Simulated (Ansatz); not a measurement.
Relaxation of BCl3H3N (8 atoms, charge 0, multiplicity 1), to a largest force component of 0.02 eV/Å in at most 40 steps.

Theory: RKS PBE/STO-3G in Ansatz 0.2.0.

```xyz
8
Properties=species:S:1:pos:R:3
N 0.040 0.211 -1.913
H -0.723 -0.346 -2.280
H 0.464 0.701 -2.692
H 0.734 -0.427 -1.540
Cl -0.509 0.354 3.743
B -0.122 -0.040 2.102
Cl 1.304 0.592 1.380
Cl -1.187 -1.046 1.200
```

Where does it end, and by what steps?

It converged. The force dipped under the threshold on the way, but the program's further checks kept it going. Limits of this set-up: minimal basis. After 34 steps the energy has fallen by 2.579 eV; Cl5 moved furthest, 2.51 Å. Joined: N1–B6.

```csv
step,energy less start (eV),largest force component (eV/Å),accepted
0,0.0000,2.101,yes
2,-0.2682,1.176,yes
4,-0.4063,0.286,yes
6,-0.4214,0.233,yes
8,-0.4205,0.420,no
10,-0.4310,0.125,yes
12,-0.4374,0.261,yes
14,-0.4320,1.004,no
16,-0.4608,0.500,yes
18,-0.5427,0.507,yes
20,-0.8246,0.631,yes
22,-1.5403,1.574,yes
24,-2.4612,1.326,yes
26,-2.5743,0.151,yes
28,-2.5506,0.836,no
30,-2.5779,0.048,yes
32,-2.5785,0.058,yes
34,-2.5789,0.008,yes
```

```xyz
8
Properties=species:S:1:pos:R:3
N -0.001 0.131 -0.845
H -0.980 0.039 -1.250
H 0.357 1.102 -1.088
H 0.619 -0.573 -1.346
Cl -1.098 1.221 1.461
B 0.001 -0.124 0.807
Cl 1.789 0.043 1.275
Cl -0.687 -1.839 0.988
```

Whether the end is a true minimum wasn't checked by a vibrational analysis.

Time of the run: 2.5 min on 1 CPU thread of a shared host.
